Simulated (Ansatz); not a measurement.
`[F][Al]([F])[I]` + HCl → `[F][Al]([F])[Cl]` + HI at 600 K and 1 bar (ligand exchange at the Al–I bond).

Isolated molecules relaxed with PBE0-D4/def2-TZVP in Ansatz; ΔE leaves out vibrations. CCSD(T)/CBS adds triple-zeta CCSD(T) − MP2 to the extrapolated MP2 energy (def2 sets, frozen cores). This one scheme is used for every species. def2 core potentials past Kr. For I outer-core shells are correlated without core-valence functions, which leaves a few kJ/mol of doubt a bond.

```json
{"species": "`[F][Al]([F])[I]`", "CCSD(T)/CBS energy (Eh)": "-739.25894", "H − E (kJ/mol)": "53.9", "S (J/(mol·K))": "370.1"}
{"species": "HCl", "CCSD(T)/CBS energy (Eh)": "-460.38127", "H − E (kJ/mol)": "35.4", "S (J/(mol·K))": "207.2"}
{"species": "`[F][Al]([F])[Cl]`", "CCSD(T)/CBS energy (Eh)": "-901.60711", "H − E (kJ/mol)": "54.4", "S (J/(mol·K))": "348.7"}
{"species": "HI", "CCSD(T)/CBS energy (Eh)": "-298.03592", "H − E (kJ/mol)": "31.6", "S (J/(mol·K))": "227.0"}
```

H − E and S are ideal-gas, rigid-rotor, harmonic terms from PBE0-D4/def2-TZVP. 1 Eh = 2625.50 kJ/mol, R = 8.31446 J/(mol·K).

Task: By hand: ΔE, ΔH, ΔS and ΔG.

Result: ΔE = (-901.60711) + (-298.03592) − (-739.25894) − (-460.38127) = -0.00282 Eh = -7.4 kJ/mol. Δ(H − E) = 54.4 + 31.6 − 53.9 − 35.4 = -3.3, so ΔH = -10.7 kJ/mol. ΔS = 348.7 + 227.0 − 370.1 − 207.2 = -1.6 J/(mol·K). ΔG = -10.7 − 600 × (-1.6)/1000 = -9.7 kJ/mol.

Task: By hand: the equilibrium constant, and the temperature at which ΔG would vanish if ΔH and ΔS stayed fixed.

Result: log₁₀ K = −ΔG/(RT ln 10) = 0.8. ΔG = 0 at ΔH/ΔS = 6688 K, far beyond where these terms or the molecules hold.

The number of gas molecules stays the same, so ΔS is small and ΔH decides. A doubt of 5 kJ/mol in ΔE shifts log₁₀ K by 0.4 here. These are equilibria of isolated gas molecules and say nothing of rates. Largest T1 diagnostic: 0.012 (customary marks: 0.02 for closed shells, 0.045 for open ones).
